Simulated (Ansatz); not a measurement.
Ideal-gas functions of CH₃F₂OTa (`[CH3][Ta](=[O])([F])[F]`) at 500 K and 1 bar, from an Ansatz frequency run at PBE0-D4/def2-TZVP.

Molar mass 249.98 g/mol, point group Cs (symmetry number 1), electronic degeneracy 1, moments of inertia 159.068, 166.013, 190.248 u Å². Harmonic wavenumbers (cm⁻¹, unscaled): 109, 155, 157, 174, 231, 260, 548, 563, 640, 687, 690, 1028, 1210, 1412, 1417, 3032, 3123, 3125.

Use S(trans) = R[1.5 ln M + 2.5 ln T − 1.1517]; rotational temperatures θ = 24.2544 K / I; S(rot) = R[ln(√π/σ · √(T³/θAθBθC)) + 1.5]; for each mode x = 1.438777 ν̃/T, S = R[x/(eˣ − 1) − ln(1 − e⁻ˣ)] and H = RT x/(eˣ − 1); 1 cm⁻¹ = 0.0119627 kJ/mol; R = 8.31446 J/(mol·K).

By hand: the entropy, in J/(mol·K).

Translation 188.5. Rotation: θ = 0.1525, 0.1461, 0.1275 K, giving 119.1. Vibration, mode by mode: 17.99, 15.10, 14.99, 14.15, 11.86, 10.92, 5.34, 5.16, 4.32, 3.88, 3.86, 1.79, 1.18, 0.74, 0.73, 0.01, 0.01, 0.01, in all 112.0. Electronic 0.0. Sum 419.6 J/(mol·K).

By hand: H − E and G − E in kJ/mol, counted from the electronic energy.

Zero-point energy ½ × 18561 × 0.0119627 = 111.0; thermal vibration 28.2; translation, rotation and pV give 4 RT = 16.6. H − E = 155.8 kJ/mol, and G − E = 155.8 − 500 × 419.6/1000 = -54.0 kJ/mol.

Vibration gives 27 % of the entropy, 18.0 J/(mol·K) of it from the mode under 150 cm⁻¹: soft modes count most, and the harmonic formula is weakest for them.
